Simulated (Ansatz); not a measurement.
Consider the substitution at a C–C bond: `CCBN[SiH3]` + `C[N](C)[W]([OH])(=[S])=[S]` → `C[O][W](=[S])(=[S])[N](C)C` + `CBN[SiH3]`.

Computed with Ansatz on PBE0-D4/def2-TZVP structures; ΔE is electronic, products minus reactants. CCSD(T)/CBS adds triple-zeta CCSD(T) − MP2 to the extrapolated MP2 energy (def2 sets, frozen cores). DFT in def2-TZVPP. def2 core potentials past Kr. For W outer-core shells are correlated without core-valence functions, which leaves a few kJ/mol of doubt a bond. Each species was taken in one conformer, which may not be the lowest.

`CCBN[SiH3]`:

Cartesian coordinates in Å:
```
C -0.987 -2.253 0.540
C -1.095 -0.740 0.733
B -0.227 0.084 -0.284
N 0.604 1.146 0.113
Si 1.590 2.146 -0.916
H -1.650 -2.798 1.216
H -1.247 -2.537 -0.483
H 0.031 -2.607 0.724
H -0.866 -0.475 1.772
H -2.141 -0.441 0.574
H -0.264 -0.176 -1.459
H 0.629 1.348 1.104
H 1.181 3.573 -0.811
H 1.423 1.671 -2.308
H 3.020 2.060 -0.513
```

`C[N](C)[W]([OH])(=[S])=[S]`:

```xyz
14

C     1.421    0.605    0.821
N     0.379    0.004    0.008
C     0.795   -1.267   -0.560
W    -1.360    0.739   -0.332
O    -2.582   -0.063    0.862
S    -1.281    2.840    0.017
S    -1.909    0.307   -2.347
H     1.681   -0.061    1.652
H     1.095    1.560    1.225
H     2.322    0.765    0.217
H     1.678   -1.125   -1.195
H     1.053   -1.971    0.239
H     0.004   -1.703   -1.167
H    -3.295   -0.629    0.558
```

`C[O][W](=[S])(=[S])[N](C)C`:

Cartesian coordinates in Å:
```
C -1.512 -0.622 2.809
O -0.708 -0.408 1.676
W -1.034 0.156 -0.070
S -1.900 2.109 -0.018
S -2.359 -1.226 -1.016
N 0.657 0.196 -0.982
C 1.197 -0.915 -1.745
C 1.520 1.363 -1.024
H -2.261 -1.393 2.603
H -2.020 0.304 3.095
H -0.872 -0.951 3.630
H 1.327 -0.626 -2.795
H 0.534 -1.777 -1.701
H 2.176 -1.203 -1.345
H 1.654 1.698 -2.060
H 1.097 2.182 -0.447
H 2.505 1.114 -0.613
```

`CBN[SiH3]`:

Cartesian coordinates in Å:
```
C -0.257 -0.779 1.461
B 0.942 -0.057 0.755
N 0.829 0.517 -0.524
Si -0.583 0.550 -1.546
H 0.017 -1.814 1.691
H -1.195 -0.801 0.899
H -0.459 -0.308 2.430
H 2.007 0.021 1.309
H 1.655 0.960 -0.898
H -1.038 -0.821 -1.894
H -0.206 1.269 -2.790
H -1.712 1.262 -0.893
```

```tsv
level	ΔE (kJ/mol)
r2SCAN-D4	28.3
r2SCAN	29.2
```

(1) What does CCSD(T)/CBS give? (Best estimate.)

Largest T1 diagnostic among the species: 0.021, so the coupled-cluster value is less sure than usual.

## Answers

(1) Ansatz gave: +34.1 kJ/mol. The listed levels differ from it by -5.8, -4.9 kJ/mol.

In def2-TZVPP, CCSD(T) changes the Hartree–Fock value by +3.4 kJ/mol (the triples alone add −1.4 kJ/mol) and MP2 by +4.5 kJ/mol. The D4 term adds −4.5 kJ/mol with B3LYP and −2.7 kJ/mol with PBE0; it sums over pairs of atoms, weighted by their polarisabilities, and B3LYP, whose exchange is more repulsive, gets the larger term.

B3LYP here is the variant with VWN-RPA as its local correlation; programs differ in this.
